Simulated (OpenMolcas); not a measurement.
An atom or ion with 20 electrons was computed by XMS-CASPT2, IPEA 0.25 Eh, imaginary shift 0.1 Eh with spin-orbit coupling (OpenMolcas, ANO-RCC-VTZP, DKH2). The lowest levels that the run gave, each within 12 % of the measured value where one is at hand:

```json
{"J": "2", "Parity": "even", "E (cm⁻¹)": "0.0", "g": "0.667"}
{"J": "3", "Parity": "even", "E (cm⁻¹)": "1381", "g": "1.084"}
{"J": "4", "Parity": "even", "E (cm⁻¹)": "3080", "g": "1.250"}
{"J": "2", "Parity": "even", "E (cm⁻¹)": "20410", "g": "1.041"}
{"J": "0", "Parity": "even", "E (cm⁻¹)": "23120", "g": ""}
{"J": "1", "Parity": "even", "E (cm⁻¹)": "23630", "g": "1.501"}
{"J": "2", "Parity": "even", "E (cm⁻¹)": "24860", "g": "1.458"}
{"J": "4", "Parity": "even", "E (cm⁻¹)": "33250", "g": "1.000"}
{"J": "0", "Parity": "even", "E (cm⁻¹)": "77960", "g": ""}
```

**Question.** Which ion is it, and what are the configurations and terms?

**Answer.** Co⁷⁺ (Z = 27, charge +7; active space 2 electrons in 10 orbitals (3d 4d)). J, parity and g give the terms where levels are pure, and mixed ones are named by the computed weights; the size of the splittings, set against known spectra of the 20-electron sequence, gives the charge. In order, with the measured energies in cm⁻¹ (Sugar and Corliss, J. Phys. Chem. Ref. Data 10, 1097 (1981)): 3d² ³F₂, 3d² ³F₃ (1430), 3d² ³F₄ (3144), 3d² ¹D₂ (19624), 3d² ³P₀ (22304), 3d² ³P₁ (22839), 3d² ³P₂ (24055), 3d² ¹G₄ (32360), 3d² ¹S₀ (74247).

CASPT2 does not keep the components of a term degenerate, so their means are used; among the terms shown or strongly mixed into the levels shown the widest spread is 770 cm-1 (3d² ³F). Active for correlation alone: 4d; no level in the range computed is led by a configuration that fills it, so any true level of that kind is missing. Computed and measured levels are paired by configuration, term and J; levels that our copy of the source lacks, or whose pairing is in doubt (as where it misses far off the trend of its configuration), stay unpaired and out of the deviations. Only configurations of the active space appear.
